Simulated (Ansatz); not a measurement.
Gas-phase electronic energies from Ansatz, PBE0-D4/def2-TZVP geometries. CBS: MP2 limit from def2 TZ/QZ plus the TZ coupled-cluster correction, frozen cores. Functionals use def2-TZVPP. For Ge outer-core shells are correlated without core-valence functions, which leaves a few kJ/mol of doubt a bond. Scalar relativity is left out up to krypton. Each species was taken in one conformer, which may not be the lowest.

Consider the formal exchange of groups at a C–Ge bond: `[NH2][GeH]([OH])[CH2]Cl` + `C[CH2][AlH2]` → `C[CH]([AlH2])CCl` + `[NH2][GeH2][OH]`.

```json
{"species": "`[NH2][GeH]([OH])[CH2]Cl`", "r2SCAN energy (Eh)": "-2708.90015"}
{"species": "`C[CH2][AlH2]`", "r2SCAN energy (Eh)": "-322.78478"}
{"species": "`C[CH]([AlH2])CCl`", "r2SCAN energy (Eh)": "-821.67325"}
{"species": "`[NH2][GeH2][OH]`", "r2SCAN energy (Eh)": "-2210.00069"}
```

(1) Work out ΔE.

Largest T1 diagnostic among the species: 0.011.

## Answers

(1) ΔE = (-821.67325) + (-2210.00069) − (-2708.90015) − (-322.78478) = 0.01099 Eh = +28.9 kJ/mol. CCSD(T)/CBS gives +31.0 kJ/mol.
